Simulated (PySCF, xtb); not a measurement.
# CH3AlF2: where a starting geometry ends

The starting geometry of this gas-phase singlet was built from a drawn formula by distance geometry and a force field; its bonds are those of `F[CH2][AlH][F]`.

```yaml
atoms:
  - { symbol: C, position_ang: [-2.6536, 0.3916, 0.5192] }
  - { symbol: Al, position_ang: [-1.3237, -0.9807, 0.1717] }
  - { symbol: F, position_ang: [-3.3626, 0.6746, -0.6577] }
  - { symbol: F, position_ang: [-1.7576, -2.5660, -0.4605] }
  - { symbol: H, position_ang: [-3.4204, 0.0224, 1.2973] }
  - { symbol: H, position_ang: [-2.2057, 1.2815, 0.9446] }
  - { symbol: H, position_ang: [0.2611, -0.6973, 0.4557] }
```

Question: Predict what becomes of its bonds when it is optimised with r2SCAN-D4/def2-SVP.

Answer: It keeps its bonds, and is `F[CH2][AlH][F]`.

The energy falls by 0.22 eV over 17 steps:

```csv
step,E − E(last) (eV)
1,0.219
3,0.007
5,0.002
6,0.002
8,0.003
10,0.002
12,0.001
13,0.001
15,0.000
17,0.000
```

Final geometry (Å):

```xyz
7

C    -2.5241    0.5100    0.8598
Al   -1.1733   -0.8723    0.4509
F    -3.2078    0.7003   -0.3577
F    -1.7570   -2.2753   -0.2315
H    -3.2646    0.2169    1.6286
H    -2.1102    1.4850    1.1787
H     0.3879   -0.7729    0.6702
```

From the same start GFN2-xTB ends elsewhere, differing in Al2–F3 (1.90 against 2.70 Å here).

No frequencies were run, so the end isn't proven a minimum. Run with PySCF 2.14.0, 92 s on 2 threads of Intel(R) Xeon(R) Processor @ 2.70GHz, on a shared host.
